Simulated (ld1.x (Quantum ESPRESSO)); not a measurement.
## What one change does to a pseudopotential (ruthenium, TM)

ld1.x (Quantum ESPRESSO) 7.5 input, shortened:

```
&input
   title='Ru', zed=44., rel=1, dft='PBE', iswitch=3,
   config='[Kr] 4d7 5s1 5p0'
 /
 &inputp
   pseudotype=2, tm=.true., lloc=0,
   nlcc=.true., new_core_ps=.true., rcore=0.85
 /
3
5P  2  1   0.00   0.00  3.80  3.80  0.0
4D  3  2   7.00   0.00  1.40  1.40  0.0
5S  1  0   1.00   0.00  2.55  2.55  0.0
 &test
   configts(1)='4d7 5s1 5p0'
 /
```

Change: reference 4d5 5s0 5p0.

Cutoffs: the cutoffs (Ry, on a coarse ladder) from which the occupation-weighted sum of valence levels, in a spherical-Bessel basis at the reference potential, stays within 10 and 1 mRy of its value at 400 Ry; they do not see the model core or the augmentation charge, which bear on the density cutoff. Errors are all-electron minus pseudo energies relative to the spin-unpolarised reference configuration.

Problem. What does the change do?

Solution. The potential gets neither clearly harder nor softer (55 Ry and 70 Ry → 55 Ry and 70 Ry); the number of tests with a reliable result goes from 6 to 7; the range in which the s phases agree narrows (upper end 1.0 → -0.8); the range in which the p phases agree narrows (upper end 1.4 → -0.4); neither file shows a bound ghost.

```csv
quantity,base,changed
"cutoff, loose",55 Ry,55 Ry
"cutoff, tight",70 Ry,70 Ry
bound ghosts,none,none
tests with a reliable result,6 of 7,7 of 7
s: phases at 4.09 bohr within 0.05 rad from the reference energy up to (Ry; the scan ends near 5),1.0,-0.8
p: phases at 4.09 bohr within 0.05 rad from the reference energy up to (Ry; the scan ends near 5),1.4,-0.4
d: phases at 4.09 bohr within 0.05 rad from the reference energy up to (Ry; the scan ends near 5),0.4,-1.3
```
